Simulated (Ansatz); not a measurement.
Input file for Ansatz (a first-principles code): R-r2SCAN/def2-TZVPP on HfS, 2S+1 = 1, a spin state set in the input, which need not be the lowest, a point of a bond scan (R = 2.171 Å). Elements past Kr take the def2 small-core potentials; no spin–orbit coupling.

Ansatz 0.2 input:
```yaml
crystal:
  periodic: [false, false, false]
  atoms:
    - {symbol: Hf, position_ang: [0.00000000, 0.00000000, 0.00000000]}
    - {symbol: S, position_ang: [0.00000000, 0.00000000, 2.17065700]}
basis:
  gaussian:
    orbitals: def2-TZVPP
    pivot_positions_ang: [[0.00000000, 0.00000000, 0.00000000], [0.00000000, 0.00000000, 2.17065700]]
hamiltonian:
  xc: {name: r2SCAN}
output: {forces: true, orbitals: {seedname: ./end}}
```

Program output:

```
WARN ansatz: RAYON_NUM_THREADS=2 ignored (pool sized by the plan → 2); use --threads N
Functional definition: r2SCAN
integrals: 0.03 GiB planned
642 factors; their error is unknown
mean field: 0.25 GiB planned
mean field evaluation 1: about -12137.3650 eV, gradient 3.6e1 eV
mean field evaluation 2: about -12056.2029 eV, gradient 1.6e2 eV
mean field evaluation 4: about -12139.9870 eV, gradient 1.8e1 eV
mean field evaluation 8: about -12140.9611 eV, gradient 7.8e-2 eV
mean field evaluation 16: about -12140.9518 eV, gradient 2.5e-5 eV
mean field -12140.95181378 eV, -446.1717497236 hartree, gradient 2.0e-5 eV, S^2 0.000000; 0 other end points of the search recorded, 0 dependent functions left out
the calculation of the forces begins
reference -12140.95182396 eV, -446.1717500979 hartree; 14, 14 occupied and 84, 84 virtual orbitals, 642 factors
Total energy: -12140.95182396 eV, -446.1717500979 hartree
Atom 0 at     0.000000     0.000000     0.000000 Å, force    -0.000000     0.000000    -0.020162 eV/Å
Atom 1 at     0.000000     0.000000     2.170657 Å, force     0.000000    -0.000000     0.020162 eV/Å
Dipole moment:     0.000000     0.000000    -0.817799 e Å
```

Self-consistency was reached.

Cost: roughly 1.9 core-seconds.
